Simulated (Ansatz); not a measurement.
Input for Ansatz (a quantum-chemistry and plane-wave program): U-PBE/def2-TZVPP on H4Sn (SMILES [SnH4]), a point of a bond scan (R = 1.538 Å). Elements past Kr take the def2 small-core potentials; no spin–orbit coupling.

Ansatz 0.2 input:
```yaml
crystal:
  periodic: [false, false, false]
  atoms:
    - {symbol: Sn, position_ang: [-0.00000000, -0.00000000, -0.00000000]}
    - {symbol: H, position_ang: [1.17149150, 0.62995411, -0.77149691]}
    - {symbol: H, position_ang: [0.60242146, -0.85906066, 1.34839436]}
    - {symbol: H, position_ang: [-1.05716935, 1.23097093, 0.53494647]}
    - {symbol: H, position_ang: [-0.84690933, -1.07185928, -1.02612204]}
basis:
  gaussian:
    orbitals: def2-TZVPP
hamiltonian:
  xc: {name: PBE}
magnetization: {spin_polarized: true, initial_magnetization: 0}
```

It printed:

```
WARN ansatz: RAYON_NUM_THREADS=2 ignored (pool sized by the plan → 2); use --threads N
Functional definition: PBE
integrals: 0.02 GiB planned
624 factors; their error is unknown
mean field: 0.30 GiB planned
mean field evaluation 1: about -5894.1660 eV, gradient 1.2e1 eV
mean field evaluation 2: about -5894.8147 eV, gradient 7.3e0 eV
mean field evaluation 4: about -5895.0457 eV, gradient 8.9e-2 eV
mean field evaluation 8: about -5895.0414 eV, gradient 2.6e-2 eV
mean field -5895.04142677 eV, -216.6387766312 hartree, gradient 5.0e-5 eV, S^2 0.000000; 0 other end points of the search recorded, 0 dependent functions left out
reference -5895.04147547 eV, -216.6387784211 hartree; 13, 13 occupied and 93, 93 virtual orbitals, 624 factors
Total energy: -5895.04147547 eV, -216.6387784211 hartree
```

Self-consistency was reached.

Cost: about 2.0 core-seconds (a rough figure).
